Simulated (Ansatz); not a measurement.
Ansatz (an electronic-structure program) input (B2GP-PLYP/def2-TZVPD):

Ansatz 0.2 input:
```yaml
crystal:
  periodic: [false, false, false]
  atoms:
    - {symbol: C, position_ang: [-2.13110195, -0.22597586, 0.03861572]}
    - {symbol: C, position_ang: [-0.65543000, -0.08573824, 0.00064284]}
    - {symbol: C, position_ang: [0.26733367, -0.95745589, -0.62924063]}
    - {symbol: C, position_ang: [1.53318540, -0.45514143, -0.41821869]}
    - {symbol: C, position_ang: [1.41792509, 0.77784075, 0.37201196]}
    - {symbol: C, position_ang: [0.10001640, 0.99375153, 0.62017864]}
    - {symbol: H, position_ang: [-2.48854845, -0.29788854, 1.07134120]}
    - {symbol: H, position_ang: [-2.46917949, -1.10772140, -0.50452064]}
    - {symbol: H, position_ang: [-2.61743225, 0.65492239, -0.39333778]}
    - {symbol: H, position_ang: [0.00847186, -1.85194702, -1.17372397]}
    - {symbol: H, position_ang: [2.46145742, -0.88252598, -0.76739162]}
    - {symbol: H, position_ang: [2.24815498, 1.38999656, 0.68915933]}
    - {symbol: H, position_ang: [-0.33449555, 1.81147864, 1.17453442]}
basis:
  gaussian:
    orbitals: def2-TZVPD
hamiltonian:
  xc: {name: B2GP-PLYP}
magnetization: {spin_polarized: true, initial_magnetization: 1}
correlation: {electrons: outside_noble_gas}
```

End of the output:

```
integrals: 0.82 GiB planned
1935 factors; integrals over basis functions are off by at most 7.0e-4 eV
0.52 GiB of the device are held for the grids
1.52 GiB of device memory are held for the factors and their scratch space
mean field: 2.69 GiB planned
mean field evaluation 1: about -6312.6606 eV, gradient 3.4e1 eV
mean field evaluation 2: about -6312.7323 eV, gradient 3.4e1 eV
mean field evaluation 4: about -6318.7023 eV, gradient 3.1e0 eV
mean field evaluation 8: about -6318.7957 eV, gradient 4.5e-1 eV
mean field evaluation 16: about -6318.8047 eV, gradient 9.2e-3 eV
mean field evaluation 32: about -6318.8047 eV, gradient 4.4e-6 eV
mean field -6318.80469071 eV, -232.2117893438 hartree, gradient 4.4e-6 eV, S^2 0.810275; 2 other end points of the search recorded, 0 dependent functions left out
6 core orbitals not correlated
reference -6318.80482801 eV, -232.2117943897 hartree; 16, 15 occupied and 263, 264 virtual orbitals, 1935 factors
second order -29.09807406 eV of doubles, -0.00000000 eV of singles
Total energy: -6329.28013467 eV, -232.5967548091 hartree
```

It need not be the lowest isomer of its formula.
